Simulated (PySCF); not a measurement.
CH₃F, charge +1, doublet, geometry from GFN2-xTB (a state made from the parent by changing its charge; the spin is typed, not shown lowest). Base run: MP2/6-31G (PySCF).

PySCF was given this input:
```python
from pyscf import gto, scf, mp

mol = gto.Mole()
mol.atom = '''
    C    -0.573091    0.083992    0.112141
    F     0.703991   -0.111493   -0.094918
    H    -0.844972   -0.070800    1.167900
    H    -0.879225    1.081546   -0.338626
    H    -1.173176   -0.511259   -0.647857
'''
mol.basis = '6-31g'
mol.charge = 1
mol.spin = 1
mol.verbose = 4
mol.build()

mf = scf.UHF(mol)
mf.kernel()

pt = mp.MP2(mf, frozen=2)
pt.kernel()
print('E(MP2) = %.10f' % pt.e_tot)
```

The base run was repeated with changes; each row names its change, and settings that it needs were set with it.

| change | basis functions | E (Eh) | MP2 correlation (Eh) | SCF-reference HOMO (eV) |
|---|---|---|---|---|
| base | 24 | -138.73695 | -0.20581 | -23.82 |
| basis = def2-SV(P) | 34 | -138.77467 | -0.30922 | -23.73 |
| basis = 6-31G* | 34 | ___ | ___ | -23.58 |
| basis = def2-SVP | 43 | -138.80207 | -0.32442 | -23.66 |
| basis = cc-pVDZ | 43 | -138.92343 | -0.32666 | -23.55 |
| basis = 6-311+G(2d,p) | ___ | ___ | ___ | ___ |
| basis = aug-pcseg-1 | 73 | ___ | ___ | -23.55 |
| basis = aug-cc-pVDZ | 73 | -138.94916 | -0.34363 | -23.54 |
| basis = def2-TZVP | 80 | -139.05783 | -0.40755 | -23.56 |
| basis = pcseg-2 | 102 | ___ | ___ | ___ |
| basis = cc-pVTZ | 102 | -139.06125 | -0.41642 | -23.55 |
| basis = pc-2 | 102 | -139.05115 | -0.40387 | -23.58 |
| basis = def2-TZVPP | 104 | -139.06530 | -0.41370 | -23.56 |

Task: Complete the blanks.

Result: 
- basis = 6-31G*, E (Eh): -138.87663
- basis = 6-31G*, MP2 correlation (Eh): -0.29539
- basis = 6-311+G(2d,p), basis functions: 72
- basis = 6-311+G(2d,p), E (Eh): -139.00978
- basis = 6-311+G(2d,p), MP2 correlation (Eh): -0.37663
- basis = 6-311+G(2d,p), SCF-reference HOMO (eV): -23.59
- basis = aug-pcseg-1, E (Eh): -138.88723
- basis = aug-pcseg-1, MP2 correlation (Eh): -0.33059
- basis = pcseg-2, E (Eh): -139.04972
- basis = pcseg-2, MP2 correlation (Eh): -0.40572
- basis = pcseg-2, SCF-reference HOMO (eV): -23.57

Totals compare only among sets that treat the same electrons; sets with core potentials leave the core out.

Open shells are given as the SCF converged; they aren't shown to be the lowest states, and a large step between rows can be another state.
